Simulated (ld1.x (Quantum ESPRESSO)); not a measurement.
**Co (Z = 27) ultrasoft: all-electron and pseudo phase curves**

Co (Z = 27), ultrasoft, made with ld1.x (Quantum ESPRESSO) 7.5 (PBE, scalar-relativistic). Core [Ne], reference 3s2 3p6 3d7 4s2 4p0. Waves: 3s (bound): rcut 1.05, rcutus 1.20 bohr; 4s (bound): rcut 1.05, rcutus 1.20 bohr; 3p (bound): rcut 1.35, rcutus 1.55 bohr; 4p (bound, empty): rcut 1.35, rcutus 1.55 bohr; 3d (bound): rcut 0.80, rcutus 0.85 bohr; 3d channel at 4.55 Ry: rcut 0.80, rcutus 0.85 bohr. Local part: all-electron potential smoothed inside 0.75 bohr (lloc = -1). Core correction: none. Augmentation charge: built from norm-conserving waves at rcut, not smoothed further.

The phase is arctan(r·u′/u) with u = r·R(r), unwrapped; energies in Ry, scanned from -10 to 5 Ry. A pole is an energy at which the radial function vanishes at the test radius. The pseudo phase is shifted by a multiple of π to meet the all-electron one at the reference energy, and phase errors are pseudo minus all-electron; the curves can meet again beyond the range given. Levels narrower than the energy grid can be missing from the lists of poles.

**Question.** For each channel, where are the poles, and over which energies does the pseudopotential scatter like the atom?

**Answer.**

| channel | radius (bohr) | reference energy (Ry) | poles, all-electron | poles, pseudo | unbroken range about the reference energy with phases within 0.05 rad | phase error 1 Ry above the reference energy (rad) |
| --- | --- | --- | --- | --- | --- | --- |
| s | 1.71 | -0.40 | -7.33 | -7.46, -3.68 | not even at the reference energy | +0.485 |
| p | 1.71 | -0.09 | -4.52 | -4.53, 2.99 | not even at the reference energy | +0.308 |
| d | 1.71 | -0.60 | 0.10 | -0.04 | not even at the reference energy | -0.029 |

A Bessel basis up to 400 Ry misses an occupied level by 0.09 Ry, so cutoffs and ghosts were not judged. Its overlap operator is not positive definite in a basis up to 400 Ry (lowest eigenvalue s -0.05, p -1.55), so the file is unfit for use: the generalised eigenproblem breaks down once the basis is large enough, and its test numbers describe a broken file. The potential misses its own reference levels by up to 1.7 eV, so it is not fit for use.

Phases in the d channel:

```json
{"E (Ry)": "-10.00", "all-electron": "1.387", "pseudo": "1.387"}
{"E (Ry)": "-9.52", "all-electron": "1.383", "pseudo": "1.382"}
{"E (Ry)": "-9.04", "all-electron": "1.378", "pseudo": "1.377"}
{"E (Ry)": "-8.56", "all-electron": "1.373", "pseudo": "1.371"}
{"E (Ry)": "-8.08", "all-electron": "1.367", "pseudo": "1.365"}
{"E (Ry)": "-7.60", "all-electron": "1.360", "pseudo": "1.359"}
{"E (Ry)": "-7.12", "all-electron": "1.353", "pseudo": "1.352"}
{"E (Ry)": "-6.64", "all-electron": "1.345", "pseudo": "1.344"}
{"E (Ry)": "-6.16", "all-electron": "1.336", "pseudo": "1.335"}
{"E (Ry)": "-5.68", "all-electron": "1.326", "pseudo": "1.324"}
{"E (Ry)": "-5.20", "all-electron": "1.315", "pseudo": "1.312"}
{"E (Ry)": "-4.72", "all-electron": "1.301", "pseudo": "1.298"}
{"E (Ry)": "-4.24", "all-electron": "1.284", "pseudo": "1.280"}
{"E (Ry)": "-3.76", "all-electron": "1.264", "pseudo": "1.258"}
{"E (Ry)": "-3.28", "all-electron": "1.237", "pseudo": "1.230"}
{"E (Ry)": "-2.80", "all-electron": "1.200", "pseudo": "1.189"}
{"E (Ry)": "-2.32", "all-electron": "1.143", "pseudo": "1.126"}
{"E (Ry)": "-1.84", "all-electron": "1.044", "pseudo": "1.007"}
{"E (Ry)": "-1.36", "all-electron": "0.803", "pseudo": "0.682"}
{"E (Ry)": "-0.88", "all-electron": "-0.141", "pseudo": "-0.560"}
{"E (Ry)": "-0.40", "all-electron": "-1.271", "pseudo": "-1.387"}
{"E (Ry)": "0.08", "all-electron": "-1.566", "pseudo": "-1.609"}
{"E (Ry)": "0.56", "all-electron": "-1.689", "pseudo": "-1.715"}
{"E (Ry)": "1.04", "all-electron": "-1.768", "pseudo": "-1.787"}
{"E (Ry)": "1.52", "all-electron": "-1.833", "pseudo": "-1.851"}
{"E (Ry)": "2.00", "all-electron": "-1.897", "pseudo": "-1.917"}
{"E (Ry)": "2.48", "all-electron": "-1.970", "pseudo": "-1.994"}
{"E (Ry)": "2.96", "all-electron": "-2.063", "pseudo": "-2.095"}
{"E (Ry)": "3.44", "all-electron": "-2.193", "pseudo": "-2.239"}
{"E (Ry)": "3.92", "all-electron": "-2.392", "pseudo": "-2.465"}
{"E (Ry)": "4.40", "all-electron": "-2.711", "pseudo": "-2.825"}
{"E (Ry)": "4.88", "all-electron": "-3.176", "pseudo": "-3.315"}
```
